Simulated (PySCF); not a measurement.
Al(I)2(Me) (CH₃AlI₂), SMILES [CH3][Al]([I])[I]. Heavy atoms are numbered as in [Al:1]([I:2])([I:3])[CH3:4]. Hydrogens are named by the atom that carries them.

The structure is a stationary point at PBE0-D3(BJ)/def2-SVP. The structure was generated by enumeration; whether it is a known compound was not checked. The def2 effective core potentials stand for the cores of I; spin–orbit coupling is left out.

Method: HF/def2-TZVP (PySCF).

ESP charges are fitted to the potential on shells at 1.4 to 2.0 van der Waals radii. Atomic charges (e), one atom of each kind:

```tsv
atom	ESP fit	Löwdin	Mulliken
Al1	0.59	-0.44	0.71
I2	-0.23	0.25	-0.27
C4 (CH3)	-0.37	-0.48	-0.59
H on C4	0.08	0.14	0.14
```
